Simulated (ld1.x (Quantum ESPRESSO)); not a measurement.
**Building the PAW potential for O (Z = 8) (LDA (PZ), scalar-relativistic).**

- Element: oxygen
- Generator: ld1.x (Quantum ESPRESSO) 7.5
- Type: PAW
- Functional: LDA (PZ)
- Relativity: scalar-relativistic
- Frozen core: [He]
- Valence charge: 6
- Reference configuration: 2s2 2p2 (charge +2)
- Partial waves: 2s (bound): rcut 0.55, rcutus 0.88 bohr; 2s channel at -3.8 Ry: rcut 0.55, rcutus 0.88 bohr; 2p (bound): rcut 0.80, rcutus 1.15 bohr; 2p channel at -0.15 Ry: rcut 0.80, rcutus 1.15 bohr; 3d channel at 0.35 Ry: rcut 0.75, rcutus 1.00 bohr; 3d channel at 2.65 Ry: rcut 0.75, rcutus 1.00 bohr
- Local potential: all-electron potential smoothed inside 0.80 bohr (lloc = -1)
- Core correction: Bessel-smoothed model core inside 0.35 bohr
- Augmentation charge: GAUSS, radius 0.60 bohr

- Cutoffs needed: 50 Ry and 90 Ry (the cutoffs (Ry, on a coarse ladder) from which the occupation-weighted sum of valence levels, in a spherical-Bessel basis at the reference potential, stays within 10 and 1 mRy of its value at 400 Ry)
- Ghost test: no extra level below or beside the all-electron valence levels (s, p, d, f tested) (spherical-Bessel basis up to 400 Ry, 20 bohr box)
- Configuration tests: test run stopped at test 6 of 9 (negative rho)
- Lowest eigenvalue of the overlap operator: 0.53 (s channel)
